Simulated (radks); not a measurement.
Results of a calculation; reference values are marked as such.
Task: The mean radii <r> (bohr) of the occupied orbitals of an atom or ion are listed with their occupations. Code: a radial shooting solver on a logarithmic mesh with Libxc functionals. Model: Dirac Kohn-Sham, BLYP, spin-unpolarised, spherical densities, point nucleus.

| orbital | occ. | <r> |
|---|---|---|
| 1s1/2 | 2 | 0.06355 |
| 2s1/2 | 2 | 0.2928 |
| 2p1/2 | 2 | 0.2577 |
| 2p3/2 | 4 | 0.2605 |
| 3s1/2 | 2 | 0.8634 |
| 3p1/2 | 2 | 0.8939 |
| 3p3/2 | 3 | 0.9008 |
| 3d3/2 | 2 | 0.9686 |
| 4s1/2 | 1 | 2.153 |

Name the element and its charge. Open shells, if any, fill j = l - 1/2 first.

Result: Z = 24, chromium, charge +4: Cr4+ in [Ne] 3s2 3p5 3d2 4s1. The 1s radius gives Z: for a bare nucleus <r> = (2 gamma + 1)/(2Z) with gamma = sqrt(1 - (Z/c)^2), 0.06186 bohr for Z = 24, and screening makes it slightly larger (0.06355 here). The occupations add up to 20, and the charge is Z minus that.
